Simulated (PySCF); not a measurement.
Compound: (H2Al-mu-PH2)2.
Structure used (PBE0-D3(BJ)/def2-SVP), in Å, numbered top down from 1:
```
atom  x, y, z in Å
Al1   -1.6796   -0.1826   -0.6599
H2    -2.6250    1.0872   -0.4954
H3    -2.0872   -1.5591   -1.3444
P4    -0.5023   -0.5818    1.4556
Al5    1.6960    0.1801    0.6708
H6     2.6587   -1.0776    0.5182
H7     2.0816    1.5647    1.3521
P8     0.5218    0.5590   -1.4506
H9    -1.0319    0.1079    2.5736
H10   -0.5334   -1.9141    1.9349
H11    0.5656    1.8840   -1.9480
H12    1.0512   -0.1505   -2.5558
```

Computed, not measured: PySCF, PBE0-D3(BJ)/def2-SVP geometry optimisation, gas phase.

Question: Which atoms are bound to Al1, and at what distances?

Answer: 4 atoms: H3 1.590 Å, H2 1.592 Å, P4 2.454 Å, P8 2.454 Å. The nearest atom not counted as bound is H9, at 3.31 Å (others tie with it).

Question: List the angles at Al1.

Answer: 
```json
{"angle": "H2–Al1–H3", "degrees": "125.7", "distance of the outer atoms (Å)": "2.83"}
{"angle": "H3–Al1–P4", "degrees": "110.7", "distance of the outer atoms (Å)": "3.36"}
{"angle": "H3–Al1–P8", "degrees": "110.7", "distance of the outer atoms (Å)": "3.36"}
{"angle": "H2–Al1–P4", "degrees": "109.0", "distance of the outer atoms (Å)": "3.33"}
{"angle": "H2–Al1–P8", "degrees": "109.0", "distance of the outer atoms (Å)": "3.33"}
{"angle": "P4–Al1–P8", "degrees": "84.1", "distance of the outer atoms (Å)": "3.29"}
```

Question: Describe the arrangement about Al1 in numbers.

Answer: Angles from 84.1° to 125.7°; τ4 = (360° − α − β)/141° = 0.88 with α and β the two widest (0 for a square, 1 for a tetrahedron).

Question: What are the other bond lengths?

Answer: P4–H9 and 3 like bonds 1.416 Å.

Question: Give some angles away from the centre.

Answer: Al1–P4–Al5 95.9°.

Question: What are the rotational constants (commonest isotopes, rigid rotor)?

Answer: A = 2451, B = 2313, C = 1267 MHz: an asymmetric top.

Charge 0, singlet. Stationary, but not proved a minimum.

One conformer stands for the species.
